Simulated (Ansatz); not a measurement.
The same atomization along the group F, Cl, Br.

Computed with Ansatz on PBE0-D4/def2-TZVP structures; ΔE is electronic, products minus reactants. CCSD(T)/CBS is the MP2 limit (def2-TZVPP, def2-QZVPP) plus CCSD(T) − MP2 in def2-TZVPP, frozen cores. This one scheme is used for every species, atoms too. DFT in def2-TZVPP. B3LYP here is the variant with VWN-RPA as its local correlation; programs differ in this. No spin–orbit coupling; open shells (•) take unrestricted orbitals. Spin–orbit coupling would lower the free atoms: a little for C, Cl, F; clearly for Br; strongly for Sn. def2 core potentials past Kr. Bonds to Br, Sn are less sure, by a few kJ/mol each and by 10 to 20 or more in all where they break to atoms, as the def2 sets lack core-valence functions. Scalar relativity is left out up to krypton. Each species was taken in one conformer, which may not be the lowest.

```tsv
reaction	CCSD(T)/CBS(def2) (kcal/mol)
`C[CH2][Sn][F]` → 2 C• + F• + 5 H• + Sn•	780.7
`C[CH2][Sn][Cl]` → 2 C• + Cl• + 5 H• + Sn•	?
`C[CH2][Sn][Br]` → 2 C• + Br• + 5 H• + Sn•	747.0
```

Fill in the missing values. (An estimate is asked.)

Ansatz gave: `C[CH2][Sn][Cl]` → 2 C• + Cl• + 5 H• + Sn•: +755.0 kcal/mol.

Largest T1 diagnostic: 0.015, for `C[CH2][Sn][F]`.

For atomizations the MP2-based limit and the directly extrapolated one differ by several kJ/mol either way, and by 10 to 25 for some Ge, Se and Sn compounds, so smaller differences from it don't rank the levels.
